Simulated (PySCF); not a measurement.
## Correlation energy of Mo+ (molybdenum, charge +1)

Starting occupation: [Kr] 4d5, 4d5/2 with m_j = -3/2, -1/2, +1/2, +3/2, +5/2. All numbers are calculated (PySCF 2.14, X2C-1e with screened-nucleus spin-orbit coupling, Gaussian nucleus, in x2c-TZVPall-2c (8s9p7d1f, 77 functions)). Frozen: [Ar] 3d10; 13 electrons correlated; the 6 highest virtual spinors left out.

MP2 pair energies summed by pair of shells (mhartree):

```csv
pair,energy,share (%)
4d-4p,-112.79,41.9
4p-4p,-68.41,25.4
4d-4d,-47.01,17.5
4p-4s,-24.16,9.0
4d-4s,-12.41,4.6
4s-4s,-4.19,1.6
```

Total MP2 correlation energy: -268.97 mhartree.

The GHF reference relaxed away from the jj start to a determinant that is no pure jj level (⟨S²⟩ = 8.75, ⟨J²⟩ = 8.75); the energies belong to that determinant.

This basis was not built for core-valence correlation, so the inner-shell part is incomplete.
